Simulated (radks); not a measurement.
Valence configurations of Ru II (all share [Kr]). All-electron calculation, scalar-relativistic Kohn-Sham, LDA (Slater exchange, Perdew-Wang correlation), spin-unpolarised, spherical densities, finite nucleus; Fermi nuclear charge, rms radius 4.4809 fm. Program: a radial shooting solver on a logarithmic mesh with Libxc functionals. Energies are relative to 4d7; eigenvalues in eV.

| valence | E (eV) | e(4d) | e(5p) | e(5s) |
|---|---|---|---|---|
| 4d7 | 0.000 | -12.801 | - | - |
| 4d6 5s1 | 2.717 | -15.617 | - | -12.115 |
| 4d6.5 5p0.5 | 3.526 | -14.814 | -7.189 | - |
| 4d5 5s2 | 7.099 | -18.679 | - | -13.377 |
| 4d6 5p1 | 7.655 | -16.856 | -7.952 | - |
| 4d5 5s1 5p1 | 12.453 | -19.882 | -8.739 | -14.157 |

NIST lists [Kr] 4d7 as the ground configuration; this level of theory agrees among the configurations tried. The energies are those of spherical spin-averaged densities, not of single terms.
